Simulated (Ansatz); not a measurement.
# BGeH3Cl2 (SMILES Cl[B](Cl)[GeH3]): the energy to break a bond

The species is BGeH3Cl2 (7 atoms), meant as a singlet with charge 0. As SMILES, `Cl[B](Cl)[GeH3]`. The shape was relaxed beforehand at B3LYP/def2-SVP.

```xyz
7

Cl    1.7655   -1.4431    1.2204
B     0.2098   -1.0318    0.5173
Cl   -1.0926   -2.2098    0.6091
Ge   -0.1231    0.8005   -0.4129
H    -0.5595    0.5720   -1.8770
H    -1.2708    1.5480    0.3015
H     1.1323    1.6962   -0.4041
```

Wanted: the dissociation energy of the H7–Ge4 bond into doublet H and doublet BGeH2Cl2 (shapes relaxed at B3LYP/def2-SVP, no zero-point term). 1 Eh = 2625.50 kJ/mol = 27.2114 eV. Totals in Eh; open shells run unrestricted unless said.

```tsv
level	program	BGeH3Cl2	doublet H	doublet BGeH2Cl2
PBE/def2-SVP	Ansatz	-3022.813936	-0.498629	-3022.190985
B3LYP/def2-SVP	Ansatz	-3023.631070	-0.501259	-3023.000117
wB97M-V/def2-SVP	Ansatz	-3023.379497	-0.491712	-3022.754820
```

Problem. Work out the dissociation energy at each level.

Solution. 
1. PBE/def2-SVP: (-0.498629) + (-3022.190985) − (-3022.813936) = 0.124322 Eh = 326.4 kJ/mol = 3.38 eV.
2. B3LYP/def2-SVP: (-0.501259) + (-3023.000117) − (-3023.631070) = 0.129694 Eh = 340.5 kJ/mol = 3.53 eV.
3. wB97M-V/def2-SVP: (-0.491712) + (-3022.754820) − (-3023.379497) = 0.132965 Eh = 349.1 kJ/mol = 3.62 eV.

The levels span 326 to 349 kJ/mol; no measured value is set beside them. A bond enthalpy at 298 K also holds the loss of zero-point energy and thermal terms.
